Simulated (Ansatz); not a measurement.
Reaction (redistribution): `CN[SiH](N)S` + `O[CH2][SnH3]` → `N[SiH](O)S` + `CN[CH2][SnH3]`

Program: Ansatz. Geometries: PBE0-D4/def2-TZVP. ΔE: electronic, gas phase. CBS: MP2 limit from def2 TZ/QZ plus the TZ coupled-cluster correction, frozen cores. DFT in def2-TZVPP. Elements past krypton have def2 core potentials. For Sn outer-core shells are correlated without core-valence functions, which leaves a few kJ/mol of doubt a bond. One conformer a species, not always the lowest.

```json
{"level": "r2SCAN", "ΔE (kJ/mol)": "-74.0"}
{"level": "MP2/CBS(def2)", "ΔE (kJ/mol)": "-82.9"}
```

Task: What does CCSD(T)/CBS give? (An estimate is asked.)

Result: Ansatz gave: -78.2 kJ/mol. The listed levels differ from it by 4.2, -4.7 kJ/mol.

Largest T1 diagnostic among the species: 0.012.

From PBE to PBE0 (25 % exact exchange), in def2-TZVPP and without D4, ΔE moves by −4.2 kJ/mol.
